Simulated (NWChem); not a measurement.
## SnCl2 (SMILES [Cl][Sn][Cl]): entropy by statistical mechanics

A singlet with charge 0, relaxed at PBE/def2-SVP (core potential) (NWChem 7.3.0):

```xyz
3

Cl   -1.8505    0.0000    0.9201
Sn    0.0000    0.0000   -0.6267
Cl    1.8505    0.0000    0.9201
```

Harmonic wavenumbers in cm⁻¹: 116, 345, 351.

Masses in u: Cl 35.45, Sn 118.71. Take T = 298.15 K, p = 1 bar, R = 8.3145 J/(mol K), kT/hc = 207.22 cm⁻¹, rigid rotor and harmonic oscillator.

**Question.** Work out S° at 298 K.

**Answer.** 
1. Translation (Sackur–Tetrode): S = R[3/2 ln M + 5/2 ln T − 1.1517] with M = 189.61 gives 174.3 J/(mol K).
2. Rotation: principal moments 106.204, 242.786, 348.990 u Å² give A, B, C = 0.1587, 0.0694, 0.0483 cm⁻¹; the symmetry number is σ = 2; q = (√π/σ)√((kT/hc)³/ABC) = 114617; S = R(ln q + 3/2) = 109.3.
3. Vibration: with u = ν̃/207.22, each mode gives R[u/(eᵘ − 1) − ln(1 − e⁻ᵘ)]; the sum is 23.1, most from 116 cm⁻¹ (13.2), 345 cm⁻¹ (5.0), 351 cm⁻¹ (4.9).
4. Spin: R ln 1 = 0.0.
5. Sum: 174.3 + 109.3 + 23.1 + 0.0 = 306.7 J/(mol K).

No measured value is set beside it here.
